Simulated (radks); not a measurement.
Spherical quantum dot in the effective-mass picture: electrons in a parabolic well V = omega^2 r^2 / 2 with omega = 1.86, all in effective atomic units (hartree* = m*/eps^2 hartree, bohr* = eps/m* bohr), one dielectric constant everywhere. Method: non-relativistic Kohn-Sham, r2SCAN, spin-polarised, spherical densities, generalised Kohn-Sham scheme; computed with a radial shooting solver with Libxc functionals. Levels are named by radial order and angular momentum (1s, 1p, 1d, 2s, ...), and open shells are averaged over m. Each electron was tried in the lowest free levels, single moves between levels near the top were tried too, and the lowest total energy was kept; such a search can miss a lower state. Give the order in which the levels fill up to N = 30, the shell closures and the spin along the way.

Answer. Shells are first occupied in the order 1s, 1p, 1d, 2s, 1f. Open shells at each N (closed shells left out): 1: 1s(up 1, down 0); 2: none; 3: 1p(up 1, down 0); 4: 1p(up 2, down 0); 5: 1p(up 3, down 0); 6: 1p(up 3, down 1); 7: 1p(up 3, down 2); 8: none; 9: 1d(up 1, down 0); 10: 1d(up 2, down 0); 11: 1d(up 3, down 0); 12: 1d(up 4, down 0); 13: 1d(up 5, down 0); 14: 1d(up 5, down 1); 15: 1d(up 5, down 2); 16: 1d(up 5, down 3); 17: 1d(up 5, down 4); 18: none; 19: 2s(up 1, down 0); 20: none; 21: 1f(up 1, down 0); 22: 1f(up 2, down 0); 23: 1f(up 3, down 0); 24: 1f(up 4, down 0); 25: 1f(up 5, down 0); 26: 1f(up 6, down 0); 27: 1f(up 7, down 0); 28: 1f(up 7, down 1); 29: 1f(up 7, down 2); 30: 1f(up 7, down 3). All shells are closed at N = 2, 8, 18, 20 (there: 1s2 1p6 1d10 2s2). Largest 2S: 7, at N = 27.
